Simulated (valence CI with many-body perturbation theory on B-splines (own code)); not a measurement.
Rh VII: electric-dipole lines

Level of theory: relativistic CI+MBPT: three valence electrons over a frozen Dirac-Fock core [Kr], radial functions for each j: 9 s, 9 p, 10 d, 8 f, 5 g, 3 h, 1 i, with the one-electron correlation potential Σ1 (screened to all orders), the two-electron term Σ2, the three-electron term Σ3, Breit, model QED; selected single and double excitations, second order for the rest, scaled by the run's own slope (own B-spline code, finite nucleus).

No measured levels were compared; by estimate terms of the open shell hold to 2 to 4 % of their energy, and close levels can change places; different configurations can be misplaced against each other by 1,000 to 8,000 cm⁻¹. Core correlation moves these levels by up to 18000 cm⁻¹, and in measured spectra 5 to 20 % of such shifts remained as error; rates that hang on mixing are uncertain with them. The list stops below the first excitations out of the core.

Lines 1 to 50 of 205 in falling wavelength, among levels below 299180 cm⁻¹, chosen from the strongest by gf and those to the six lowest levels. Wavelengths and rates use the calculated energies, so an error of 2000 cm⁻¹ moves a line at 1795 Å by 3.6 % and its rate by three times that or more. Electric multipoles are in the length gauge, E1 and E2 with the static RPA response of the core. Weak lines are less certain than strong ones. Lines between different terms over intervals too small for the method are left out, as are lines whose strength nearly cancels. The highest levels of a list are the least certain.

Names give the largest LS component (configuration and term), which can be under half, so a name can repeat, a term be missing and a line seem to break the LS rules; names also repeat where a configuration has a term twice.

```tsv
λ vac (Å)	Upper	Lower	A (s⁻¹)	S (a.u.)
1795	4d²5p ⁴F°_5/2	4d²5s ²P_3/2	9.35e+06	1.60e-01
1787	4d²5p ⁴F°_3/2	4d²5s ²P_1/2	1.23e+07	1.39e-01
1710	4d²5p ⁴G°_5/2	4d²5s ²D_3/2	4.20e+06	6.22e-02
1686	4d²5p ²F°_5/2	4d²5s ²P_3/2	6.38e+06	9.06e-02
1670	4d²5p ⁴G°_7/2	4d²5s ²D_5/2	1.49e+06	2.73e-02
1668	4d²5p ²D°_3/2	4d²5s ²P_3/2	2.50e+06	2.29e-02
1637	4d²5p ⁴G°_9/2	4d²5s ²G_9/2	4.71e+06	1.02e-01
1631	4d²5p ⁴F°_5/2	4d²5s ²D_5/2	2.69e+06	3.46e-02
1627	4d²5p ⁴F°_3/2	4d²5s ²D_3/2	6.84e+06	5.81e-02
1620	4d²5p ⁴F°_7/2	4d²5s ²G_7/2	1.58e+06	2.66e-02
1606	4d²5p ⁴D°_3/2	4d²5s ²P_3/2	4.48e+06	3.67e-02
1587	4d²5p ²D°_3/2	4d²5s ²P_1/2	3.43e+07	2.71e-01
1585	4d²5p ⁴D°_1/2	4d²5s ²P_1/2	8.38e+06	3.29e-02
1583	4d²5p ⁴D°_5/2	4d²5s ²P_3/2	2.17e+06	2.55e-02
1578	4d²5p ²S°_1/2	4d²5s ²P_3/2	2.40e+08	9.30e-01
1563	4d²5p ²F°_7/2	4d²5s ²G_7/2	4.28e+06	6.45e-02
1559	4d²5p ²F°_7/2	4d²5s ²G_9/2	3.87e+06	5.79e-02
1555	4d²5p ⁴F°_5/2	4d²5s ²D_3/2	1.59e+07	1.78e-01
1541	4d²5p ²F°_5/2	4d²5s ²D_5/2	2.82e+06	3.05e-02
1533	4d²5p ⁴F°_7/2	4d²5s ²D_5/2	6.29e+06	8.96e-02
1531	4d²5p ⁴F°_9/2	4d²5s ²G_9/2	1.42e+07	2.51e-01
1531	4d²5p ⁴D°_5/2	4d²5s ²G_7/2	2.25e+06	2.39e-02
1531	4d²5p ⁴D°_3/2	4d²5s ²P_1/2	9.45e+07	6.70e-01
1526	4d²5p ⁴G°_7/2	4d²5s ⁴P_5/2	2.15e+06	3.01e-02
1506	4d²5p ²S°_1/2	4d²5s ²P_1/2	2.71e+08	9.13e-01
1482	4d²5p ²F°_7/2	4d²5s ²D_5/2	2.76e+07	3.55e-01
1477	4d²5p ⁴G°_7/2	4d²5s ²F_7/2	1.78e+07	2.26e-01
1473	4d²5p ²F°_5/2	4d²5s ²D_3/2	4.94e+07	4.67e-01
1470	4d²5p ⁴G°_5/2	4d²5s ²F_5/2	8.01e+07	7.52e-01
1459	4d²5p ²D°_3/2	4d²5s ²D_3/2	2.43e+07	1.49e-01
1454	4d²5p ⁴D°_5/2	4d²5s ²D_5/2	3.49e+06	3.18e-02
1446	4d²5p ⁴F°_5/2	4d²5s ²F_7/2	4.35e+07	3.90e-01
1422	4d²5p ²F°_5/2	4d²5s ⁴P_3/2	5.60e+06	4.77e-02
1411	4d²5p ⁴F°_7/2	4d²5s ⁴P_5/2	3.54e+06	3.93e-02
1410	4d²5p ²D°_3/2	4d²5s ⁴P_3/2	3.66e+06	2.03e-02
1408	4d²5p ⁴F°_3/2	4d²5s ²F_5/2	1.03e+08	5.68e-01
1408	4d²5p ⁴D°_1/2	4d²5s ⁴P_3/2	3.72e+07	1.02e-01
1393	4d²5p ⁴D°_5/2	4d²5s ²D_3/2	1.29e+07	1.03e-01
1391	4d²5p ²D°_3/2	4d²5s ⁴P_1/2	2.37e+07	1.26e-01
1390	4d²5p ²S°_1/2	4d²5s ²D_3/2	2.01e+08	5.32e-01
1389	4d²5p ⁴D°_1/2	4d²5s ⁴P_1/2	2.23e+08	5.90e-01
1385	4d²5p ⁴G°_9/2	4d²5s ²F_7/2	1.14e+08	1.50e+00
1381	4d²5p ⁴G°_7/2	4d²5s ²F_5/2	9.31e+07	9.67e-01
1375	4d²5p ²F°_5/2	4d²5s ²F_7/2	1.96e+07	1.51e-01
1369	4d²5p ⁴F°_7/2	4d²5s ²F_7/2	1.18e+08	1.19e+00
1365	4d²5p ⁴D°_3/2	4d²5s ⁴P_3/2	1.51e+08	7.57e-01
1361	4d²5p ⁴D°_3/2	4d²5s ⁴P_5/2	1.10e+08	5.49e-01
1354	4d²5p ⁴F°_5/2	4d²5s ²F_5/2	1.73e+08	1.27e+00
1350	4d²5p ⁴G°_5/2	4d²5s ⁴F_7/2	4.36e+06	3.18e-02
1348	4d²5p ⁴D°_5/2	4d²5s ⁴P_3/2	1.63e+08	1.18e+00
```
